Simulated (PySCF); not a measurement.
HfO, SMILES [O]=[Hf], multiplicity 1. Heavy atoms are numbered as in [Hf:1]=[O:2].

Coordinates come from a PBE0-D3(BJ)/def2-TZVPD optimisation. The multiplicity is an assumed one; other spin states were not compared. The def2 effective core potentials stand for the cores of Hf; spin–orbit coupling is left out.

The numbers are results of r2SCAN/def2-TZVPD (PySCF), not measurements.

Mulliken values depend strongly on the basis, most of all with diffuse functions as here. ESP charges are fitted to the potential on shells at 1.4 to 2.0 van der Waals radii. Atomic charges (e), one atom of each kind:

```tsv
atom	ESP fit	Mulliken
Hf1	___	0.61
O2	___	-0.61
```

Fill in the missing entries. (Estimate from the structure and the level; the computed values follow.)


- Hf1, ESP fit: 0.41
- O2, ESP fit: -0.41
